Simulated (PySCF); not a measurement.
# Diatomic anions of F with group 14

r²SCAN with triple-zeta basis sets in PySCF, for the lowest determinant that a PBE0 search found; no spin–orbit coupling. De refers to high-spin ground-configuration atoms (the charge goes to the atom of lower measured ionisation energy or higher electron affinity, which is not always the lowest computed limit). A positive dipole points towards F; it is taken about the centre of mass and depends on that origin.

| M | basis | charged atom | state (unpaired electrons) | Re (Å) | ωe (cm⁻¹) | De (eV) | μ (D) |
| --- | --- | --- | --- | --- | --- | --- | --- |
| C | def2-TZVPPD | F− | triplet (π ↑↑) | 1.453 | 783 | 3.04 | 3.34 |
| Ge | def2-TZVPPD | F− | triplet (π ↑↑) | 1.859 | 501 | 3.07 | -0.24 |
| Sn | def2-TZVPPD | F− | triplet (π ↑↑) | 2.039 | 455 | 3.02 | -1.39 |

Task: The row for M = Si is missing. Estimate Re, ωe and De as the mean of the rows for C and Ge, and compare with the calculation.

Result: The means are 1.656 Å, 642 cm⁻¹ and 3.05 eV. r²SCAN in def2-TZVPPD gives SiF⁻ as a triplet (π ↑↑) with Re = 1.703 Å, ωe = 651 cm⁻¹, De = 3.64 eV, so the estimate is off by -4.7 pm, -1 % and -0.59 eV.

Spin–orbit coupling is left out, which matters for elements this heavy, above all for dissociation energies. For an ion De counts to the pair picked by the measured ionisation energies or electron affinities, which need not be the lowest pair at this level. The highest Kohn–Sham level is positive in some of these anions. Much of that is self-interaction error, but it also means that the finite basis helps to hold the extra electron. States were picked by a PBE0 search and need not be the measured ground states.
